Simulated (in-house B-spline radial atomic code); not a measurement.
Configurations of Pm VI (Pm5+), with energies counted from [Kr] 4d10 4f3 5s2 5p5. Method: scalar-relativistic (X2C) TPSSh, spin-polarised, spherical fractional occupations, exact exchange averaged over the configuration, Fermi nucleus of rms radius 4.962 fm. Calculated with a radial B-spline atomic code at the basis-set limit. Shells without spins written out take the highest spin.

Occupations are held fixed; configurations that lie above the ionisation limit could autoionise.

```
            configuration  E - E(ref) (eV)  highest orbital  its <r> (bohr)
[Kr] 4d10 4f3 5s2 5p4 5d1           26.346            5d up           1.864
[Kr] 4d10 4f2 5s2 5p5 6p1           38.714            6p up            3.05
[Kr] 4d10 4f3 5s2 5p4 6d1           53.334            6d up            3.78
 [Kr] 4d9 4f3 5s2 5p5 6s1           153.93            6s up           2.699
```

Task: Order these further configurations by energy, lowest first.
A. [Kr] 4d10 4f4 5s2 5p4
B. [Kr] 4d9 4f3 5s2 5p5 6p1
C. [Kr] 4d9 4f3 5s2 5p5 6d1
D. [Xe] 4f2
E. [Kr] 4d10 4f2 5s2 5p5 5d1

Result: D (-7.9598 eV), A (9.9821 eV), E (20.696 eV), B (161.07 eV), C (170.65 eV).

Task: Is the reference the lowest configuration at this level of theory?

Result: No: [Xe] 4f2 lies 7.96 eV lower with this functional.
